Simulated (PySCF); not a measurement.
Compound: C₅H₆ClF.
Numbering: `[CH2:1]=[CH:2][C@H:3]([F:4])[C:5](=[CH2:6])[Cl:7]` (hydrogens: H8, H9 on C1; H10 on C2; H11 on C3; H12, H13 on C6)

Structure optimised with GFN2-xTB, isolated species.

(1) List the bond lengths, angles and torsions at this level.

## Answers

(1) 
```csv
bond,length (Å),order
C1=C2,1.318,double
C2–C3,1.506,single
C3–F4,1.376,single
C3–C5,1.510,single
C5=C6,1.319,double
C5–Cl7,1.731,single
C1–H8,1.077,single
C1–H9,1.076,single
C2–H10,1.080,single
C3–H11,1.101,single
C6–H12,1.075,single
C6–H13,1.075,single
```

Orders are formal, as drawn. A selection of angles:
```csv
angle,degrees
C2–C1–H8,121.5
C2–C1–H9,121.5
H8–C1–H9,116.9
C1–C2–C3,124.2
C1–C2–H10,122.3
C3–C2–H10,113.5
C2–C3–F4,111.0
C2–C3–C5,110.5
C2–C3–H11,110.0
F4–C3–C5,109.4
F4–C3–H11,106.2
C5–C3–H11,109.7
C3–C5–C6,125.3
C3–C5–Cl7,112.8
C6–C5–Cl7,121.9
C5–C6–H12,120.1
C5–C6–H13,122.1
H12–C6–H13,117.8
```

Torsions: C1–C2–C3–F4 3° (synperiplanar); C2–C3–C5–C6 106° (anticlinal).

The C–C distances run from 1.318 Å (C1=C2, drawn double) to 1.510 Å (C3–C5, drawn single), a spread of 0.192 Å. Of the pairs four or more bonds apart, F4···H8 is among the closest relative to their van der Waals radii: 2.43 Å, 91 % of the sum of Bondi's values.

Point group: C1 (no symmetry element, even within 0.4 Å). No GFN2-xTB frequencies stand behind this structure, so it isn't proved a minimum. The numbers are those of one conformer.

The numbers are calculated, not measured.
